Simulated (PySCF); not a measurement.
An equivalent PySCF input for O³⁺ (oxygen, charge +3), [He] 2s2 2p1, 2P determinant, with no relativity, point nucleus:

```python
from pyscf import gto, scf, dft, mp, cc
import basis_set_exchange as bse
mol = gto.M(atom="O 0 0 0", charge=3, spin=1, symmetry="D2h",
            basis=gto.basis.parse(bse.get_basis("def2-TZVPPD", elements=["O"], fmt="nwchem", header=False)))
mf = dft.UKS(mol, xc="BLYP")
mf.irrep_nelec = {'Ag': (2, 2), 'B2u': (1, 0)}
mf.kernel()
```

It reaches the same state as the run whose output follows, with an energy that differs only through the grid. The run itself started from symmetry-adapted Hartree-Fock orbitals and held the occupation by maximum overlap, on a logarithmic radial grid, so the iterations belong to that start.

```
SCF conv_tol = 1e-09
number electrons alpha = 3  beta = 2
XC functionals = BLYP
    A. D. Becke.,  Phys. Rev. A 38, 3098 (1988)
    C. Lee, W. Yang, and R. G. Parr.,  Phys. Rev. B 37, 785 (1988)
    B. Miehlich, A. Savin, H. Stoll, and H. Preuss.,  Chem. Phys. Lett. 157, 200 (1989)
cycle= 1 E= -71.2465101800473  delta_E= -0.00349  |g|= 0.00826  |ddm|= 0.0588
cycle= 2 E= -71.24652557818  delta_E= -1.54e-05  |g|= 0.000967  |ddm|= 0.00388
cycle= 3 E= -71.24652578175  delta_E= -2.04e-07  |g|= 0.000186  |ddm|= 0.0006
cycle= 4 E= -71.246525788355  delta_E= -6.61e-09  |g|= 2.83e-06  |ddm|= 0.000118
cycle= 5 E= -71.2465257883572  delta_E= -2.13e-12  |g|= 6.71e-08  |ddm|= 2.17e-06
converged SCF energy = -71.2465257883572  <S^2> = 0.75097215  2S+1 = 2.0009719
```
